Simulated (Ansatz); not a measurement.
Molecule: C$_{5}$H$_{12}$O, charge 0, multiplicity 1. SMILES: CC(C)CCO
Geometry from a B3LYP-D3(BJ)/def2-TZVP (Ansatz, a first-principles code) optimisation:
```xyz
18

C     -2.0355     0.9496     0.7104
C     -0.9011    -0.0693     0.5970
C     -1.4080    -1.3676    -0.0351
C      0.2782     0.5358    -0.1727
C      1.5162    -0.3390    -0.2177
O      2.5600     0.4114    -0.8379
H     -2.4179     1.2131    -0.2796
H     -1.6967     1.8691     1.1917
H     -2.8682     0.5502     1.2930
H     -0.5554    -0.3002     1.6121
H     -2.2722    -1.7535     0.5096
H     -1.7168    -1.1960    -1.0702
H     -0.6467    -2.1488    -0.0395
H     -0.0304     0.7642    -1.1980
H      0.5608     1.4865     0.2877
H      1.8025    -0.6282     0.8026
H      1.3215    -1.2571    -0.7829
H      3.3400    -0.1469    -0.9143
```
Charge 0, spin multiplicity 1.

Property: enthalpy of formation at 298 K, in kcal/mol. Conventions: spin-orbit terms left out; non-relativistic; 6-31G* and kin with 6d, 5d where marked; no dispersion term unless named; LANL2DZ all-electron up to Ne; valence correlation only; UHF or UKS for open shells; 6-311+G** with 5d. CBS marks a two-point X^-3 extrapolation of the correlation energy; Hartree-Fock from the larger set. Ab initio and DFT rows: single points at B3LYP-D3(BJ) geometries (Ansatz), with unscaled harmonic terms from B3LYP/6-31G* (Ansatz) at its own minima, enthalpies of formation by atomisation with measured atoms.

Measured values: CRC Handbook, as tabulated in the package chemicals; they hold spin-orbit and core effects, anharmonicity and other conformers. For CC(C)CCO (enthalpy of formation at 298 K) the tabulated value and CCSD(T)/CBS(cc-pVTZ,cc-pVQZ) (Ansatz) part by 3.4 kcal/mol: another conformer or state, missing terms or a fault of the table's entry are possible. 

Value to compare with, the measured value: -71.9 kcal/mol.

| level | program | enthalpy of formation at 298 K (kcal/mol) | error |
|---|---|---|---|
| PBE/STO-3G | Ansatz | -409.0 | -337.1 |
| PBE/3-21G | Ansatz | -82.1 | -10.2 |
| PBE/LANL2DZ | Ansatz | -57.1 | 14.8 |
| PBE/6-31G* | Ansatz | -95.5 | -23.6 |
| PBE/def2-SVP | Ansatz | -102.3 | -30.4 |
| PBE/6-311+G** | Ansatz | -84.5 | -12.6 |
| PBE/def2-TZVPD | Ansatz | -89.6 | -17.7 |
| CCSD(T)/CBS(cc-pVTZ,cc-pVQZ) | Ansatz | -68.4 | 3.5 |

Among the 6 habitual levels, PBE/STO-3G lies farthest from the measured value (-337.1 kcal/mol) and PBE/3-21G nearest (-10.2); 1 of 6 lie above it, and their mean absolute error is 71.5 kcal/mol, the median 19.2. One case shows no general order.

The sets are all those run for this method; left out are runs that failed, that the program found above a lower state of the same kind, or whose <S^2> lies over 0.5 above the pure value.
